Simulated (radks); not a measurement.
Species: the sulfur ion S2+. Configuration: [Ne] 3p(up 2, down 2) 3s(up 0, down 0) (spins set by hand, not the high-spin state). All-electron calculation, scalar-relativistic Kohn-Sham, PBE, spin-polarised, spherical densities, point nucleus. Program: a radial shooting solver on a logarithmic mesh with Libxc functionals. Some entries of the table are withheld. Estimate them.

| orbital | occ. | eigenvalue (eV) | <r^2> (bohr^2) | <r> (bohr) |
|---|---|---|---|---|
| 1s | 2 | -2434.930 | (1) | 0.09687 |
| 2s | 2 | (2) | (3) | 0.4783 |
| 2p | 6 | -184.8068 | 0.2434 | (4) |
| 3s | 0 | -40.5975 | 2.809 | 1.565 |
| 3p | 4 | (5) | 3.539 | (6) |

Answer. 
(1) 1s <r^2> (bohr^2): 0.01263
(2) 2s eigenvalue (eV): -239.9750
(3) 2s <r^2> (bohr^2): 0.2721
(4) 2p <r> (bohr): 0.4415
(5) 3p eigenvalue (eV): -29.0678
(6) 3p <r> (bohr): 1.744
